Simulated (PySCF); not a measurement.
Mg (magnesium, neutral) across methods

[Ne] 3s1 3p1, high-spin 3P determinant (an excited configuration). Computed with PySCF 2.14 in x2c-TZVPPall, with scalar relativity by spin-free X2C-1e.

| method | E (hartree) | mean ε 2p β (eV) | mean ε 3s α (eV) | mean ε 3p α (eV) | Σ⟨r²⟩ (bohr²) | ⟨S²⟩ |
| --- | --- | --- | --- | --- | --- | --- |
| TPSSh | -200.2891 | -50.035 | -6.284 | -2.687 | 33.44 | 2.000 |
| PBE0 | -200.1767 | -52.147 | -6.856 | -3.101 | 33.35 | 2.000 |
| r2SCANh | -200.2524 | -50.890 | -6.464 | -2.747 | 33.31 | 2.000 |
| TPSS | -200.2952 | -48.443 | -5.924 | -2.421 | 33.43 | 2.000 |
| r2SCAN | -200.2547 | -49.422 | -6.122 | -2.495 | 33.32 | 2.000 |
| UHF | -199.84564 | -63.293 | -9.248 | -4.978 | 34.01 | 2.000 |
| LDA | -199.3256 | -48.218 | -6.012 | -2.329 | 33.24 | 2.000 |
| PBE | -200.1569 | -48.068 | -5.929 | -2.387 | 33.28 | 2.000 |
